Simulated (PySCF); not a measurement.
# Two-dimensional NMR puzzle

Compound of formula C5H6BNO2. Correlations simulated from computed shifts and couplings:

HSQC (one-bond C–H):
```tsv
δH	δC	¹J(C,H) (Hz)
8.88	155.8	186
7.47	132.2	167
```

COSY cross peaks (|J| ≥ 2 Hz):
```tsv
δH	δH	abs. J (Hz)	bonds
8.88	7.47	5.4	3
```

HMBC (two and three bonds, |J| ≥ 2.5 Hz):
```tsv
δH	δC [abs. J in Hz]
8.88	155.8 [11.9], 141.8 [5.7], 132.2 [9.8]
7.47	155.8 [4.1], 141.8 [3.6], 132.2 [7.1]
```

Carbons without hydrogens: δ 141.8.

Computational details: couplings computed with B3LYP/pcJ-1 (spin–dipole term only in couplings to heteroatoms), shieldings: GIAO PBE0/pcSseg-1, structure optimised with PBE0-D3(BJ)/def2-SVP, in PySCF 2.14 (single conformer, non-relativistic, no solvent model, averaged over atoms made equivalent by symmetry, fast rotation or ring inversion).

Chemical shifts δ = σref − σ; ¹H (31.27 ppm) and ¹³C (184.41 ppm) against TMS, all at this level.

Exchangeable hydrogens are left out of these lists, and C,H couplings along chains are those of one rotamer, so weak HMBC peaks may be missing or extra.

Work out the connectivity.

Answers

`OB(O)c1ccncc1`.

Structure with atom numbers: `[OH:1][B:2]([OH:3])[c:4]1[cH:5][cH:6][n:7][cH:8][cH:9]1` (H(Xn): hydrogen on atom n).

1. δC 155.8 is C6/C8, an aromatic CH next to a ring nitrogen (δH 8.88).
2. δC 141.8 is C4, a substituted aromatic carbon.
3. δC 132.2 is C5/C9, an aromatic CH (δH 7.47).
4. HMBC from δH 8.88 reaches the proton-free carbon C4.
5. HMBC from δH 7.47 reaches the proton-free carbon C4.
6. COSY links 8.88–7.47.

The data come from this structure; uniqueness wasn't tested.

OH/NH shifts are gas-phase values; hydrogen bonding in solution moves them, usually downfield. A carbon bonded to boron is broadened by the quadrupolar boron nucleus and is often missing from a measured spectrum. Unscaled 3J(H,H) at this level run about 10 % above measured values. Shifts are as computed. Against solution values, carbons near 30 ppm lie about +2 ppm off and those near 130 ppm about +5 ppm. Of 1211 compounds with measured shifts, 218 miss one by over three times the rms of a fit or turn the order of signals round; such compounds aren't used in these exercises.
